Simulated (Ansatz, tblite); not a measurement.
Cost and result up the ladder for Ge3O7H2 (the lowest singlet isomer of a short search) (12 atoms). Charge 0, multiplicity 1. Geometry: r2SCAN-D4/def2-SVP.

| atom | x (Å) | y (Å) | z (Å) |
| --- | --- | --- | --- |
| Ge1 | 0.796 | -1.722 | -0.352 |
| Ge2 | -0.688 | 0.286 | -1.678 |
| Ge3 | -0.295 | 0.675 | 1.073 |
| O4 | -0.709 | 1.469 | 2.554 |
| O5 | 0.083 | -1.043 | 1.161 |
| O6 | 1.991 | -2.828 | -0.423 |
| O7 | 1.091 | 0.425 | -0.986 |
| O8 | 1.149 | 1.339 | 0.163 |
| O9 | -0.493 | -1.459 | -1.619 |
| O10 | -1.496 | 0.917 | -0.233 |
| H11 | -0.377 | 0.991 | 3.330 |
| H12 | -1.052 | 0.950 | -2.989 |

Ansatz on 4 threads of Intel Xeon on a shared host; xTB runs through tblite on one thread. Times are rough, summed over both states, and most runs start from the orbitals of an earlier one. PBE0-D4/def2-TZVP serves as the yardstick here, not as an exact answer. The other state is a triplet.

The xTB rows come from tblite. The structure holds one bond between oxygen atoms, so isomers without such links may lie far lower. The structure comes from a short search, and lower isomers may exist.

xTB has no spin-polarisation term.

```
              level  functions  wall time  vertical triplet (eV)  difference from PBE0-D4/def2-TZVP (eV)
           GFN2-xTB         57    0.075 s                   4.88                                    0.77
           GFN1-xTB         59    0.077 s                   6.13                                    2.02
   PBE-D4/def2-TZVP        373       42 s                   3.74                                   -0.37
r2SCAN-D4/def2-TZVP        373       80 s                   3.83                                   -0.28
  PBE0-D4/def2-TZVP        373    1.9 min                   4.11                                    0.00
```
